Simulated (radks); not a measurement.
Initial-state core-level shifts of neutral lanthanum when its valence configuration changes from [Xe] 5d1 6s2. Method: scalar-relativistic Kohn-Sham, LDA (Slater exchange, Perdew-Wang correlation), spin-polarised, spherical densities, finite nucleus; open shells are filled with parallel spins first (spin-orbit coupling, left out, can overturn this in heavy ions); Fermi nuclear charge, rms radius 4.855 fm; computed with a radial shooting solver on a logarithmic mesh with Libxc functionals. Shifts are changes of the shell-averaged eigenvalues in eV (positive: less bound); the change of the density at the nucleus, which sets a Mossbauer isomer shift, is in e/bohr^3, on a base of 3.633e+05.

6s2 6p1: 3p -3.177; 4s -3.138; 4p -3.134; 5s -2.953; density at nucleus +9.48
5d3: 3p +3.138; 4s +3.115; 4p +3.115; 5s +3.002; density at nucleus -36.05
4f1 6s2: 3p +7.531; 4s +6.989; 4p +6.804; 5s +3.067; density at nucleus -22.05
5d1 6s1 6p1: 3p -0.980; 4s -0.979; 4p -0.978; 5s -0.962; density at nucleus -14.96
5d2 6s1: 3p +1.809; 4s +1.791; 4p +1.791; 5s +1.710; density at nucleus -19.23
5d1 6p2: 3p -2.030; 4s -2.027; 4p -2.025; 5s -1.984; density at nucleus -32.87
